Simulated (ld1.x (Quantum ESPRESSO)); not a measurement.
## Which change was made? (Ga, TM)

Ga (Z = 31), norm-conserving Troullier–Martins (Kleinman–Bylander form), made with ld1.x (Quantum ESPRESSO) 7.5 (PBE, scalar-relativistic). Core [Ar] 3d10, reference 4s2 4p1. Waves: 4s (bound): rc 1.40 bohr; 4p (bound): rc 1.65 bohr; 4d channel at -0.05 Ry: rc 1.80 bohr. Local part: all-electron potential smoothed inside 1.50 bohr (lloc = -1). Core correction: none.

Cutoffs, loose and tight: the cutoffs (Ry, on a coarse ladder) from which the occupation-weighted sum of valence levels, in a spherical-Bessel basis at the reference potential, stays within 10 and 1 mRy of its value at 400 Ry. They do not see the model core or the augmentation charge, which bear on the density cutoff. Test errors are all-electron minus pseudo excitation energies from the reference, over the configurations 4s2 4p0; 4s1 4p0; 4s2 4p0.5; 4s0 4p3; 4s2 4p1.3; 4s1 4p1; 4s1 4p2; variants that change the core or the reference have their own tests.

The base gives: outcome: generated; cutoff, loose: 35 Ry; cutoff, tight: 80 Ry; bound ghosts: d; largest test error (meV): +99.

Q: After one change the result is: outcome: generated; cutoff, loose: 35 Ry; cutoff, tight: 80 Ry; bound ghosts: d, s; largest test error (meV): +101. Which change was it?
A. all radii scaled by about 0.72 (s 1.00, p 1.18, d 1.30 bohr); local potential all-electron potential smoothed inside 1.08 bohr (lloc = -1)
B. local potential all-electron potential smoothed inside 1.25 bohr (lloc = -1)
C. wave 4s (bound): rc 1.40 bohr becomes 4s (bound): rc 1.96 bohr

A: B. The others give: all radii scaled by about 0.72 (s 1.00, p 1.18, d 1.30 bohr); local potential all-electron potential smoothed inside 1.08 bohr (lloc = -1) → outcome: generated; cutoff, loose: over 300 Ry; cutoff, tight: over 300 Ry; bound ghosts: s, p; largest test error (meV): +314 | wave 4s (bound): rc 1.40 bohr becomes 4s (bound): rc 1.96 bohr → outcome: generated; cutoff, loose: 15 Ry; cutoff, tight: 40 Ry; bound ghosts: d; largest test error (meV): +98.
